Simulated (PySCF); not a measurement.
A structure optimised at PBE-D3(BJ)/def2-SVP, used in a PySCF frequency run:

```xyz
9

Ge     0.2143    -0.5037     0.6459
N     -1.0901    -1.7602     0.9094
N      1.5506    -1.3915    -0.2562
Br    -0.3306     1.2698    -0.8093
H      0.5021     0.1566     2.0224
H     -1.3802    -2.2273     0.0423
H     -1.9241    -1.4176     1.3989
H      2.2008    -0.7486    -0.7222
H      2.0898    -2.0260     0.3455
```
Charge 0, spin multiplicity 1.

Problem. Write its SMILES and formula.

Solution. [NH2][GeH]([NH2])[Br], BrGeH5N2

Problem. What are its rotational constants (standard atomic weights)?

Solution. 5.3231, 1.5165, 1.3055 GHz
